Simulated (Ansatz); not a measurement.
Energy difference R1 → 2 P1, each structure at its B3LYP-D3(BJ)/def2-TZVP stationary point, reached from a drawn start (curvature not checked).
R1: Cl2 (SMILES ClCl), charge 0, multiplicity 1.
P1: Cl atom, charge 0, multiplicity 2.

P less R. No zero-point or thermal terms; singlets are restricted closed shells; open shells are unrestricted; no spin–orbit coupling.

Frozen-core correlation throughout. CBS(a, b) extrapolates the correlation energy as X⁻³ and adds the Hartree–Fock energy of set b.

Codes used: Ansatz (a quantum-chemistry and plane-wave program) with Gaussian orbitals. No computed number here is a measurement.

| level | reaction energy (kcal/mol) |
|---|---|
| BLYP/def2-TZVPP | 58.06 |
| r2SCAN/def2-TZVPP | 59.14 |
| B3LYP/def2-TZVPP | 55.28 |
| CAM-B3LYP/def2-TZVPP | 54.23 |
| wB97X-V/def2-TZVPP | 58.10 |
| SCS-MP2/cc-pV(D+d)Z | 43.90 |
| CCSD/cc-pV(T+d)Z | … |
| CCSD/cc-pV(Q+d)Z | … |
| CCSD(T)/CBS(cc-pV(T+d)Z, cc-pV(Q+d)Z) | … |

Question: What belongs in the gaps?

Answer: 
- CCSD/cc-pV(T+d)Z, reaction energy (kcal/mol): 49.18
- CCSD/cc-pV(Q+d)Z, reaction energy (kcal/mol): 52.16
- CCSD(T)/CBS(cc-pV(T+d)Z, cc-pV(Q+d)Z), reaction energy (kcal/mol): 58.95
